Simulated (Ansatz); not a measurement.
`C[N](C)[Mg][NH2]`, 13 atoms. The species carries charge 0 and has multiplicity 1. Correlated methods include outer-core shells of Mg, which these sets cover unevenly. All runs use 4 threads of an Intel Xeon 6975P-C on a shared host. Correlated methods freeze the cores.

Question: How many basis functions does each run have, and how long does it take in Ansatz? RKS B97M-V/def2-TZVPP energy; RKS PBE0-D4/def2-TZVP frequencies; RKS PBE0-D4/def2-QZVPP energy; RHF-MP2/def2-QZVPP energy; RHF-CCSD(T)/def2-TZVPP energy; RKS r2SCAN-D4/def2-TZVPP energy and forces; direct RPA on PBE orbitals/def2-TZVPP energy; RKS ωB97M-V/def2-QZVPP energy; RKS PBE0-D4/def2-SVP energy; RKS ωB97M-V/def2-SVP energy; RKS PBE0-D4/def2-TZVP relaxation (7 steps); RKS PBE0-D4/def2-TZVPP energy. (Estimate.)

Answer: Ansatz gave: Other jobs shared the machine, so times are rough.

```json
{"level": "RKS PBE0-D4/def2-SVP", "job": "energy", "functions": "114", "wall time": "0.8 s", "peak host memory (GiB)": "0.26"}
{"level": "RKS PBE0-D4/def2-TZVPP", "job": "energy", "functions": "268", "wall time": "1.7 s", "peak host memory (GiB)": "0.64"}
{"level": "RKS r2SCAN-D4/def2-TZVPP", "job": "energy and forces", "functions": "268", "wall time": "2.1 s", "peak host memory (GiB)": "0.39"}
{"level": "RKS ωB97M-V/def2-SVP", "job": "energy", "functions": "114", "wall time": "2.5 s", "peak host memory (GiB)": "0.38"}
{"level": "RKS B97M-V/def2-TZVPP", "job": "energy", "functions": "268", "wall time": "4.1 s", "peak host memory (GiB)": "0.45"}
{"level": "direct RPA on PBE orbitals/def2-TZVPP", "job": "energy", "functions": "268", "wall time": "5.5 s", "peak host memory (GiB)": "0.72"}
{"level": "RKS PBE0-D4/def2-QZVPP", "job": "energy", "functions": "531", "wall time": "5.5 s", "peak host memory (GiB)": "1.8"}
{"level": "RKS ωB97M-V/def2-QZVPP", "job": "energy", "functions": "531", "wall time": "12 s", "peak host memory (GiB)": "2.3"}
{"level": "RKS PBE0-D4/def2-TZVP", "job": "relaxation (7 steps)", "functions": "204", "wall time": "14 s", "peak host memory (GiB)": "0.54"}
{"level": "RHF-MP2/def2-QZVPP", "job": "energy", "functions": "531", "wall time": "16 s", "peak host memory (GiB)": "3.5"}
{"level": "RHF-CCSD(T)/def2-TZVPP", "job": "energy", "functions": "268", "wall time": "63 s", "peak host memory (GiB)": "8.6"}
{"level": "RKS PBE0-D4/def2-TZVP", "job": "frequencies", "functions": "204", "wall time": "96 s", "peak host memory (GiB)": "0.56"}
```
